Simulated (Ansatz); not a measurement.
Basis sets compared for `C[Si](C)(C)C#Cc1ccc(-c2ccc(-c3ccc(-c4ccc(-c5ccc(-c6ccc(C#C[Si](C)(C)C)s6)s5)s4)s3)s2)s1`. Charge 0, multiplicity 1. Geometry PBE-D4/def2-SVP. Ansatz on 4 threads of AMD EPYC 7R13 on a shared host and a share (37 GiB) of an NVIDIA H100 80GB HBM3; times are rough, and most runs start from earlier orbitals.

```xyz
72

C   -14.441    4.216    5.115
Si  -13.163    3.855    6.461
C   -13.790    2.493    7.612
C   -12.770    5.424    7.440
C   -11.608    3.269    5.653
C   -10.574    2.863    5.104
C    -9.397    2.410    4.484
C    -9.190    1.258    3.718
C    -7.864    1.125    3.252
C    -7.023    2.170    3.649
C    -5.623    2.362    3.365
C    -4.763    3.374    3.798
C    -3.443    3.244    3.313
C    -3.258    2.124    2.496
C    -2.053    1.689    1.838
C    -0.746    2.146    2.033
C     0.203    1.506    1.207
C    -0.350    0.541    0.359
C     0.300   -0.295   -0.614
C    -0.260   -1.220   -1.502
C     0.690   -1.859   -2.328
C     2.003   -1.439   -2.096
C     3.208   -1.867   -2.760
C     3.330   -2.620   -3.932
C     4.669   -2.863   -4.308
C     5.607   -2.300   -3.438
C     7.046   -2.334   -3.501
C     7.977   -1.825   -2.589
C     9.319   -2.040   -2.971
C     9.449   -2.721   -4.187
C    10.616   -3.103   -4.870
C    11.641   -3.442   -5.478
Si   13.183   -3.931   -6.371
C    14.575   -2.784   -5.805
C    12.884   -3.749   -8.229
C    13.592   -5.727   -5.943
S     7.862   -3.088   -4.852
S     4.792   -1.467   -2.127
S     2.039   -0.227   -0.830
S    -2.084    0.446    0.602
S    -4.757    1.229    2.345
S    -7.905    3.333    4.614
H   -15.394    4.565    5.565
H   -14.078    5.003    4.423
H   -14.656    3.308    4.517
H   -13.045    2.267    8.402
H   -13.986    1.557    7.050
H   -14.734    2.803    8.106
H   -12.002    5.228    8.214
H   -12.389    6.224    6.773
H   -13.682    5.803    7.946
H    -9.997    0.542    3.516
H    -7.510    0.283    2.639
H    -5.098    4.193    4.451
H    -2.637    3.956    3.533
H    -0.493    2.918    2.772
H     1.278    1.733    1.220
H    -1.339   -1.421   -1.540
H     0.436   -2.624   -3.073
H     2.460   -2.967   -4.506
H     4.961   -3.433   -5.201
H     7.677   -1.313   -1.664
H    10.193   -1.718   -2.390
H    14.734   -2.863   -4.710
H    14.341   -1.727   -6.042
H    15.528   -3.049   -6.310
H    13.795   -4.030   -8.798
H    12.054   -4.404   -8.564
H    12.622   -2.704   -8.489
H    14.520   -6.049   -6.461
H    13.746   -5.850   -4.852
H    12.771   -6.406   -6.251
```

Single mean-field runs in def2-SVP, def2-TZVP are fitted with def2-universal-jkfit.

Binding counts from free atoms (C triplet, Si triplet, S triplet, H doublet) in the same basis, without a counterpoise term.

```
           level  functions  energy (Eh)  HOMO (eV)  LUMO (eV)  binding per atom (eV)  wall time
 PBE-D4/def2-SVP        770   -4277.0542      -4.46      -3.02                   5.10      3.8 s
PBE0-D4/def2-SVP        770   -4277.4011      -5.21      -2.57                   4.99      5.5 s
```

**Question.** Estimate the rows for PBE-D4/def2-TZVP, PBE0-D4/def2-TZVP.

**Answer.** 
| level | functions | energy (Eh) | HOMO (eV) | LUMO (eV) | binding per atom (eV) | wall time |
| --- | --- | --- | --- | --- | --- | --- |
| PBE-D4/def2-TZVP | 1530 | -4279.4906 | -4.51 | -3.12 | 5.05 | 8.5 s |
| PBE0-D4/def2-TZVP | 1530 | -4279.8146 | -5.19 | -2.61 | 4.94 | 10 s |
